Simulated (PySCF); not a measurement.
C2H6BFN2. Atoms are numbered in the order given.

```xyz
12

C      1.8918     0.6211    -0.0474
C      0.7901    -0.1292     0.1361
F      0.9573    -1.3863     0.6551
B     -0.7297     0.2244    -0.1666
N     -1.6763    -0.7912     0.1234
N     -1.0788     1.4953    -0.6978
H      1.8087     1.6355    -0.4623
H      2.8942     0.2453     0.2088
H     -1.3665    -1.6839     0.5034
H     -2.6817    -0.7155    -0.0150
H     -2.0343     1.7747    -0.9113
H     -0.3930     2.2190    -0.8976
```
Charge 0, spin multiplicity 1.

Geometry optimised at PBE-D3(BJ)/def2-SVP. A frequency run showed that this geometry is not a minimum. The structure was generated by enumeration, and PubChem lists no compound with its InChIKey, so it may never have been made. One conformer was computed; it need not be the lowest.

Method: PBE/pcSseg-1 (PySCF).

GIAO shieldings, no solvent; atoms listed in one row are averaged. δ = σ(ref) − σ: ¹³C against TMS (σ = 182.0 ppm); ¹⁹F against CFCl3 (σ = 133.6 ppm); ¹¹B against BF3 (σ = 83.9 ppm); ¹⁵N against NH3 (σ = 267.0 ppm); ¹H against TMS (σ = 31.49 ppm), references at their B3LYP-D3(BJ)/def2-TZVP geometries, non-relativistic.

Computed chemical shifts:
```csv
nucleus,atoms,count,δ (ppm)
¹³C,C2,1,185.1
¹³C,C1,1,105.3
¹⁹F,F3,1,-121.6
¹¹B,B4,1,8.7
¹⁵N,N5,1,73.2
¹⁵N,N6,1,65.4
¹H,H8,1,5.59
¹H,H7,1,5.17
¹H,H9,1,3.40
¹H,H12,1,2.73
¹H,H10,1,2.53
¹H,H11,1,2.41
```
